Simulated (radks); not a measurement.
Results of a calculation; reference values are marked as such.
Ir LIII, 25 electrons, occupied as [Ar] 3d7.

Code: a radial shooting solver on a logarithmic mesh with Libxc functionals. Model: non-relativistic Kohn-Sham, PBE, spin-polarised, spherical densities, point nucleus; open shells are filled with parallel spins first (spin-orbit coupling, left out, can overturn this in heavy ions); relativity is left out, which matters for an element this heavy.

Energy parts (hartree):
| part | energy |
|---|---|
| total | -14553.4987 |
| kinetic | 14552.1420 |
| electron-nucleus | -31200.4492 |
| Hartree | 2306.7614 |
| exchange-correlation | -211.9529 |

Orbitals (lengths in bohr, moments of r in powers of bohr; r(90%) holds 90 % of the orbital's charge):
| orbital | occ. | eigenvalue (hartree) | r(90%) | <r> | <1/r> |
|---|---|---|---|---|---|
| 1s up | 1 | -2659.922 | 0.0349 | 0.01966 | 76.46 |
| 1s down | 1 | -2659.914 | 0.0349 | 0.01966 | 76.46 |
| 2s up | 1 | -534.2333 | 0.126 | 0.08258 | 18.05 |
| 2s down | 1 | -533.6366 | 0.126 | 0.08253 | 18.06 |
| 2p up | 3 | -518.1465 | 0.113 | 0.06980 | 18.06 |
| 2p down | 3 | -517.7159 | 0.112 | 0.06975 | 18.08 |
| 3s up | 1 | -199.7491 | 0.292 | 0.2015 | 7.274 |
| 3s down | 1 | -199.2426 | 0.292 | 0.2018 | 7.259 |
| 3p up | 3 | -192.7628 | 0.283 | 0.1912 | 7.227 |
| 3p down | 3 | -192.2073 | 0.283 | 0.1915 | 7.212 |
| 3d up | 5 | -180.4956 | 0.253 | 0.1658 | 7.134 |
| 3d down | 2 | -179.7620 | 0.254 | 0.1661 | 7.123 |

The highest occupied level is 3d down at -4891.6 eV. The electron density at the nucleus is 3.263e+05 e/bohr^3. The density falls to 0.001 e/bohr^3 at r = 0.62 bohr. Spin moment in Bohr magnetons: 3. The spin density at the nucleus is -9.24 e/bohr^3 (1s -1.73, 2s -24.60, 3s 17.09). For comparison, the ionisation energy in NIST's Atomic Spectra Database is 4952 eV (theoretical). In exact Kohn-Sham theory the highest level is minus the ionisation energy, but local and semilocal functionals leave it too shallow, through self-interaction and a potential that decays too fast; potentials with the right tail come closer.
